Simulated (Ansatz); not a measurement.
Cartesian coordinates (Å):
SMILES: F/C=C/Cl
```xyz
6

F     -1.7615     0.4409     0.0007
C     -0.6342    -0.2704    -0.0005
C      0.5415     0.3303     0.0006
Cl     2.0010    -0.5658    -0.0010
H     -0.7932    -1.3417    -0.0023
H      0.6464     1.4067     0.0024
```
Charge 0, spin multiplicity 1.

These are frozen-core CCSD(T)/cc-pVQZ // PBE0-D4/def2-TZVP run with Ansatz (an electronic-structure program) values and carry that method's errors.

The HF energy is -635.90176 Ha and the MP2 correlation energy is -0.81796 Ha.

Problem. Estimate the CCSD correlation energy, the (T) correction, the total energy and the T1 diagnostic.

Solution. 
The CCSD correlation energy is -0.83915 Ha. The (T) correction is -0.03679 Ha and the CCSD(T) total energy is -636.77770 Ha. The T1 diagnostic is 0.011.
